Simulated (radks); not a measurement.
Values are calculated unless marked as measured or tabulated.
Tb, configuration [Kr] 4d10 4f9 5s1.75 5p6 6s2 6p0.25 (fractional occupations, a model configuration). Code: a radial shooting solver on a logarithmic mesh with Libxc functionals. Model: scalar-relativistic Kohn-Sham, r2SCAN, spin-unpolarised, spherical densities, finite nucleus; meta-GGA in the generalised Kohn-Sham scheme; Fermi nuclear charge, rms radius 5.06 fm.

Normalised radial functions P(r) = r R(r), r in bohr:

r,5p,4f,6s
0.0007707,0.0006,0.0000,0.0100
0.001061,0.0011,0.0000,0.0130
0.001462,0.0019,0.0000,0.0167
0.002013,0.0032,0.0000,0.0213
0.002772,0.0056,0.0000,0.0266
0.003817,0.0096,0.0000,0.0326
0.005215,0.0162,0.0000,0.0384
0.007182,0.0273,0.0000,0.0432
0.00989,0.0452,0.0000,0.0448
0.01362,0.0723,0.0001,0.0404
0.01876,0.1105,0.0003,0.0265
0.02583,0.1574,0.0011,0.0010
0.03557,0.2009,0.0032,-0.0333
0.04899,0.2137,0.0094,-0.0639
0.06746,0.1553,0.0259,-0.0680
0.0929,-0.0005,0.0659,-0.0246
0.1269,-0.2029,0.1494,0.0529
0.1748,-0.3097,0.3072,0.1030
0.2407,-0.1407,0.5464,0.0453
0.3315,0.2491,0.8232,-0.0937
0.4565,0.4675,1.0318,-0.1457
0.6286,0.1667,1.0574,0.0027
0.8657,-0.4611,0.8968,0.2070
1.192,-0.8899,0.6482,0.2176
1.642,-0.8406,0.4063,-0.0259
2.261,-0.4944,0.2203,-0.3447
3.114,-0.1834,0.1029,-0.5413
4.254,-0.0456,0.0435,-0.5150
5.858,-0.0061,0.0146,-0.3210
8.067,-0.0004,0.0036,-0.1240
11.11,0.0000,0.0005,-0.0257
15.3,0.0000,0.0000,-0.0026

5p: eigenvalue -27.274 eV, 3 radial nodes at r = 0.0928, 0.273, 0.688 bohr, <r> = 1.56 bohr, 90 % of the charge inside 2.29 bohr. 4f: eigenvalue -4.591 eV, 0 radial nodes, <r> = 0.895 bohr, 90 % of the charge inside 1.57 bohr. 6s: eigenvalue -4.264 eV, 5 radial nodes at r = 0.0261, 0.103, 0.269, 0.626, 1.60 bohr, <r> = 4.12 bohr, 90 % of the charge inside 6.08 bohr.
